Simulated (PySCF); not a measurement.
Species: `O=CN1CCC[SiH2]1`. The columns A, B, C and D hold Mulliken, IAO, Hirshfeld and ESP-fitted charges (e) of one PBE0/pcSseg-1 density (PySCF), in a shuffled order. Coordinates in Å (PBE0-D3(BJ)/def2-SVP); the density's dipole moment is (-3.06, -2.21, -2.14) D.

```
atom       x       y       z       A       B       C       D
  O1   2.650   1.672   0.989  -0.474  -0.491  -0.282  -0.432
  C2   2.150   0.957   0.149  +0.312  +0.338  +0.131  +0.449
  N3   0.818   0.699   0.088  -0.453  -0.193  -0.140  -0.786
  C4   0.187  -0.138  -0.924  -0.150  -0.181  -0.018  +0.042
  C5  -1.116  -0.652  -0.313  -0.247  +0.096  -0.065  -0.259
  C6  -1.788   0.498   0.454  -0.550  -0.400  -0.160  -0.549
 Si7  -0.326   1.374   1.276  +0.859  +0.538  +0.380  +0.784
  H8   2.751   0.444  -0.642  +0.099  +0.060  +0.045  +0.072
  H9   0.853  -0.966  -1.216  +0.142  +0.087  +0.047  +0.129
 H10  -0.027   0.448  -1.838  +0.129  +0.089  +0.037  +0.126
 H11  -1.771  -1.077  -1.090  +0.141  +0.025  +0.045  +0.134
 H12  -0.879  -1.471   0.388  +0.136  +0.024  +0.041  +0.134
 H13  -2.559   0.141   1.152  +0.151  +0.105  +0.044  +0.155
 H14  -2.279   1.198  -0.244  +0.145  +0.112  +0.040  +0.149
 H15  -0.392   2.861   1.239  -0.118  -0.108  -0.072  -0.077
 H16  -0.020   0.913   2.660  -0.120  -0.102  -0.073  -0.072
```

Question: Which column most likely holds the ESP-fitted charges?

Answer: B. Σ q r misses the density's dipole by 0.02 D (B), 0.83 D (A), 0.96 D (D), 1.46 D (C). Charges fitted to the outside potential are the only set here that is tied to the molecule's multipoles.

Question: And the Hirshfeld charges?

Answer: C. The mean sizes are 0.101 e (C), 0.184 e (B), 0.264 e (A), 0.272 e (D), and Hirshfeld charges are commonly the smallest of these schemes.

As computed, A = IAO, B = ESP-fitted, C = Hirshfeld, D = Mulliken. Hydrogens on carbon: IAO +0.10 to +0.15, ESP-fitted +0.02 to +0.11, Hirshfeld +0.04 to +0.05, Mulliken +0.07 to +0.15 e.

The IAO scheme projects the occupied orbitals on a minimal set of polarised atomic orbitals and counts the electrons in each atom's part of it. The Hirshfeld scheme divides the density at each point in proportion to the densities of the neutral, spherically averaged free atoms.

One conformer (not necessarily the lowest) at the PBE0-D3(BJ)/def2-SVP geometry, without solvent, vibrations or thermal averaging.

These values come from a run that also computed NMR shieldings. Hardware: Arm Neoverse V2, one thread, no GPU, on a shared host. Cost: 18 s of wall time, 0.81 GiB resident at most.
